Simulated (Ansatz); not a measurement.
Ansatz (a quantum-chemistry and plane-wave program) job for pent-1-en-4-yne (C5H6), SMILES C(C=C)C#C, PBE/def2-SVPD. Geometry optimised at B3LYP-D3(BJ)/def2-SVP. The values are those of a single conformer.

Ansatz 0.2 input:
```yaml
crystal:
  periodic: [false, false, false]
  atoms:
    - {symbol: C, position_ang: [2.20838647, 0.39351772, 0.98728479]}
    - {symbol: C, position_ang: [1.31446372, 0.20450444, 0.19254048]}
    - {symbol: C, position_ang: [0.21980327, -0.04001148, -0.75007824]}
    - {symbol: C, position_ang: [-1.03530386, -0.54845734, -0.07801908]}
    - {symbol: C, position_ang: [-2.23302306, 0.02930391, -0.17888627]}
    - {symbol: H, position_ang: [3.00211569, 0.56530476, 1.68912710]}
    - {symbol: H, position_ang: [-0.00250950, 0.88403237, -1.31079834]}
    - {symbol: H, position_ang: [0.56131651, -0.78135655, -1.49733422]}
    - {symbol: H, position_ang: [-0.91392644, -1.45532615, 0.52560943]}
    - {symbol: H, position_ang: [-2.38204301, 0.94225550, -0.76500616]}
    - {symbol: H, position_ang: [-3.11091241, -0.38805342, 0.32135218]}
basis:
  gaussian:
    orbitals: def2-SVPD
hamiltonian:
  xc: {name: PBE}
```

Log of the run:

```
WARN ansatz: RAYON_NUM_THREADS=1 ignored (pool sized by the plan → 1); use --threads N
Functional definition: PBE
integrals: 0.06 GiB planned
1229 factors; their error is unknown
mean field: 0.52 GiB planned
mean field evaluation 1: about -5258.9747 eV, gradient 6.1e1 eV
mean field evaluation 2: about -5249.9023 eV, gradient 8.3e1 eV
mean field evaluation 4: about -5268.9020 eV, gradient 1.4e1 eV
mean field evaluation 8: about -5269.4054 eV, gradient 9.3e-2 eV
mean field evaluation 16: about -5269.3338 eV, gradient 4.6e-5 eV
mean field -5269.33380147 eV, -193.6444455215 hartree, gradient 4.6e-5 eV, S^2 0.000000; 0 other end points of the search recorded, 0 dependent functions left out
reference -5269.33384556 eV, -193.6444471416 hartree; 18, 18 occupied and 130, 130 virtual orbitals, 1229 factors
Total energy: -5269.33384556 eV, -193.6444471416 hartree
```

The run converged.

Cost: very roughly 2.0 core-seconds.
